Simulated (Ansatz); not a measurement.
System: C$_{2}$H$_{9}$GeO (charge +1, singlet). It need not be the lowest isomer of its formula. 
Structure (B3LYP-D3(BJ)/def2-TZVP (Ansatz, a program for electronic structure) minimum search):
```
O
H 1 0.9697
C 1 1.5034 2 110.91
H 3 1.0875 1 103.58 2 -163.85
H 3 1.0888 4 110.27 1 113.83
C 3 1.5020 4 112.91 5 128.05
H 6 1.0894 3 111.55 4 54.81
H 6 1.0915 7 108.21 3 119.08
H 6 1.0922 7 109.72 8 116.60
Ge 1 1.9482 2 117.52 3 149.57
H 10 1.5210 1 99.16 2 152.40
H 10 1.5219 11 117.60 1 105.07
H 10 1.5242 11 116.52 12 146.32
```
Charge +1, spin multiplicity 1.

Total electronic energies in hartree. Cores are frozen in the correlated levels unless marked. No spin-orbit coupling. Frozen are the shells of the preceding noble gas and the d and f shells that filled before the atom's block. Non-relativistic. Basis-set limits of correlation are two-point, X^-3; Hartree-Fock from the larger set. The bracket is a focal-point correction in the basis named.

| level | program | energy (Eh) |
|---|---|---|
| RI-HF/cc-pVTZ | Ansatz | -2231.06622 |
| PBE/def2-TZVPD | Ansatz | ? |
| BLYP/def2-TZVPD | Ansatz | -2233.63524 |
| revPBE-D3(BJ)/def2-TZVPD | Ansatz + dftd3 | ? |
| r2SCAN/def2-TZVPD | Ansatz | -2233.54819 |
| B97M-V/def2-TZVPD | Ansatz | -2233.23863 |
| PBE0/def2-SVP | Ansatz | -2232.76487 |
| BHLYP-D3(BJ)/def2-TZVPD | Ansatz + dftd3 | -2233.55301 |
| HSE06/def2-TZVPD | Ansatz | -2233.19498 |
| LC-wPBE-D3(BJ)/def2-TZVPD | Ansatz + dftd3 | -2233.29889 |
| LC-wPBE/def2-TZVPD | Ansatz | -2233.29103 |
| wB97X-V/def2-TZVPD | Ansatz | -2233.41370 |
| RPA@PBE/cc-pVTZ | Ansatz | -2232.22752 |
| MP2/6-31G | Ansatz | -2230.91360 |
| RI-MP2/cc-pVQZ | Ansatz | -2231.83868 |
| RI-MP2/CBS(cc-pVTZ,cc-pVQZ) | Ansatz | -2231.8737 |
| CCSD/cc-pVDZ | Ansatz | -2231.57221 |
| CCSD/cc-pVQZ | Ansatz | -2231.88048 |
| CCSD(T)/STO-3G | Ansatz | -2205.76731 |
| CCSD(T)/6-31G* | Ansatz | -2231.24563 |
| RI-MP2/CBS(cc-pVTZ,cc-pVQZ)+[CCSD(T)-MP2]/cc-pVTZ | Ansatz | -2231.9488 |
| RI-MP2/CBS(cc-pVTZ,cc-pVQZ)+[CCSD(T)-MP2]/cc-pVQZ | Ansatz | -2231.9438 |
| CCSD(T)/CBS(cc-pVTZ,cc-pVQZ) | Ansatz | -2231.9403 |

Task: Complete the blanks.

Result: 
- PBE/def2-TZVPD, energy (Eh): -2233.12806
- revPBE-D3(BJ)/def2-TZVPD, energy (Eh): -2233.45794
